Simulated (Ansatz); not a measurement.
The same bond dissociation along the group F, Cl, Br.

Gas-phase electronic energies from Ansatz, PBE0-D4/def2-TZVP geometries. CBS: MP2 limit from def2 TZ/QZ plus the TZ coupled-cluster correction, frozen cores. This one scheme is used for every species, atoms too. Functionals use def2-TZVPP. No spin–orbit coupling; open shells (•) take unrestricted orbitals. Spin–orbit coupling would lower the free atoms: a little for Cl, F; clearly for Br. Bonds to Br are less sure, by a few kJ/mol each and by 10 to 20 or more in all where they break to atoms, as the def2 sets lack core-valence functions. Scalar relativity is left out up to krypton. Each species was taken in one conformer, which may not be the lowest.

```tsv
reaction	PBE-D4 (kJ/mol)	PBE0-D4 (kJ/mol)	CCSD(T)/CBS(def2) (kJ/mol)
`OB(F)O[SiH3]` → `O[B]O[SiH3]`• + F•	714	700	725
`OB(Cl)O[SiH3]` → `O[B]O[SiH3]`• + Cl•	519	517	526
`OB(Br)O[SiH3]` → `O[B]O[SiH3]`• + Br•	457	455	471
```

Largest T1 diagnostic: 0.015, for `O[B]O[SiH3]`•.
